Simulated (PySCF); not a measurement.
B₂HO₂, charge +1.

```xyz
5

O      0.0000     0.0000    -2.1414
B      0.0000     0.0000    -0.9357
B      0.0000     0.0000     0.7004
O      0.0000     0.0000     1.9257
H      0.0000     0.0000     2.9024
```
Charge +1, spin multiplicity 1.

Geometry optimised at PBE-D3(BJ)/def2-TZVP. The isomer is the one that the SMILES or the coordinates give; other isomers of the formula were not compared. One conformer was computed; it need not be the lowest.

These are PBE0/pcSseg-2 in PySCF values and carry that method's errors. Non-relativistic, no solvent.

Computed absolute GIAO shielding of each atom: isotropic value and principal components (ppm):
| atom | σ(iso) | σ11 | σ22 | σ33 | span |
|---|---|---|---|---|---|
| O1 | -116.1 | -378.5 | -378.5 | 408.5 | 787.0 |
| B2 | 87.8 | 22.3 | 22.3 | 218.9 | 196.6 |
| B3 | 97.6 | 38.9 | 38.9 | 214.9 | 176.0 |
| O4 | 205.9 | 102.3 | 102.3 | 413.2 | 311.0 |
| H5 | 23.4 | 15.2 | 15.2 | 39.8 | 24.6 |
